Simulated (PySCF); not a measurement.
**Relaxation of singlet H3WN**

Level of theory: PBE0/[W def2-TZVP with ECP60, N def2-TZVP, H def2-TZVP], scalar-relativistic core potentials, density fitting, no spin–orbit coupling, PySCF. A (50,194) grid was used.

A hand-made tetrahedral start, of C3v symmetry, held to at least that symmetry:

Coordinates in bohr (charge 0 multiplicity 1):
```
W     0.0000    0.1804    0.1276
N     0.0000   -2.5963   -1.8372
H     2.6076    0.1798    1.9715
H    -2.6076    0.1798    1.9715
H     0.0000    2.7887   -1.7153
```

Q: What does it relax to?

A: It ends at C3v with W–H 1.715 Å (×3), W–N 1.649 Å; H–W–H 118.0° (×3), H–W–N 98.2° (×3). A frequency run shows a minimum. Other isomers or separated fragments may lie lower.

Q: How much energy is released, and in how many steps?

A: 84.4 kJ/mol in 7 steps.

No spin–orbit coupling is included, which matters more the heavier the element.

The relaxation took roughly 30 core-seconds on a shared host.
